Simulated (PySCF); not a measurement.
## Correlation energy of Br(2+) (bromine, charge +2)

[Ar] 3d10 4s2 4p3, high-spin 4S determinant. Computed with PySCF 2.14 in aug-cc-pVQZ-DK, with scalar relativity by spin-free X2C-1e. Frozen: [Ar] 3d10; 5 electrons correlated.

| level | correlation energy (mhartree) |
| --- | --- |
| CCSD | -98.14 |
| (T) | -2.77 |
| CCSD(T) | -100.91 |

Diagnostics: T1 = 0.0022, D1 = 0.0046, largest double amplitude 0.042.

Cost of the coupled-cluster step: of the order of 13 core-seconds, for 5 correlated electrons.
